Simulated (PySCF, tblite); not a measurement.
Isomers of C6H7FNO (doublet state), one GFN2-xTB conformer each. Single-point energies are computed at B3LYP/pcH-1 (PySCF, gas phase, no added dispersion term), electronic only. GFN2-xTB treats the open shell by occupation alone, and not every SCF solution was tested for stability.

```csv
SMILES,GFN2-xTB relative energy (kJ/mol)
C[CH]c1nocc1CF,0.0
FC1=C(C2CC2)[CH]NO1,93.6
F[C]1ON=C[C@@H]1C1CC1,118.7
```

Conformers: `[CH3:1][CH:2][c:3]1[n:4][o:5][cH:6][c:7]1[CH2:8][F:9]` (doublet state) with C1–C2–C3–N4 0°, C6–C7–C8–F9 1°; `[F:1][C:2]1=[C:3]([CH:4]2[CH2:5][CH2:6]2)[CH:7][NH:8][O:9]1` (doublet state) with C2–C3–C4–C5 -35°; `[F:1][C:2]1[O:3][N:4]=[CH:5][C@@H:6]1[CH:7]1[CH2:8][CH2:9]1` (doublet state) with C5–C6–C7–C8 161°.

Problem. What does B3LYP/pcH-1 give for the same structures?

Solution. 
```csv
SMILES,B3LYP/pcH-1 E (Eh),B3LYP/pcH-1 (kJ/mol),GFN2-xTB (kJ/mol),point group
C[CH]c1nocc1CF,-462.59168,0.0,0.0,Cs
F[C]1ON=C[C@@H]1C1CC1,-462.53229,155.9,118.7,C1
FC1=C(C2CC2)[CH]NO1,-462.52937,163.6,93.6,–
```

Both levels put the same isomer lowest; measured from each level's own lowest isomer, the values differ by up to 70.0 kJ/mol (FC1=C(C2CC2)[CH]NO1: 93.6 against 163.6). As drawn, the highest has a three-membered ring and an N–H bond, which the lowest lacks. Neighbours under 21 kJ/mol apart (F[C]1ON=C[C@@H]1C1CC1 and FC1=C(C2CC2)[CH]NO1) can change places with a better method, another conformer or zero-point energy.

Problem. What happens when harmonic zero-point energies from GFN2-xTB frequencies are added?

Solution. 
```
               SMILES  ZPE (kJ/mol)  electronic (kJ/mol)  with ZPE (kJ/mol)
       C[CH]c1nocc1CF         309.6                  0.0                0.0
F[C]1ON=C[C@@H]1C1CC1         313.4                155.9              159.7
  FC1=C(C2CC2)[CH]NO1         312.6                163.6              166.6
```

The zero-point energies span 3.8 kJ/mol. The order is unchanged.
